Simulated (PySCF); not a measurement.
# Cl⁺: excitation energy

Cl⁺ [Ne] 3s2 3p4 (3P) → Cl⁺ [Ne] 3s2 3p3 3d1 (5D), as a difference of total energies. Computed with PySCF 2.14 in x2c-TZVPPall with one added diffuse shell each of s, p, d type (6s6p4d1f, 51 functions), with scalar relativity by spin-free X2C-1e. Correlated levels: valence and next inner shell: 1s2 frozen. The calculations carry no spin-orbit coupling.

| method | excitation energy (eV) |
| --- | --- |
| UHF | 12.947 |
| MP2 (valence and next inner shell) | 13.593 |
| SCS-MP2 (valence and next inner shell) | 13.747 |
| CCSD (valence and next inner shell) | 13.682 |
| CCSD(T) (valence and next inner shell) | 13.717 |

Task: How much does correlation contribute at CCSD(T) (valence and next inner shell)?

Result: 13.717 − (12.947) = 0.770 eV, measured against UHF.

Errors of the correlated levels include the incompleteness of this basis and the frozen core.

The promoted electron is Rydberg-like, and one or two diffuse shells describe it only roughly, which tends to raise the upper state.

For comparison: 13.633 eV (measured; NIST levels, between the centres of gravity of the two terms).
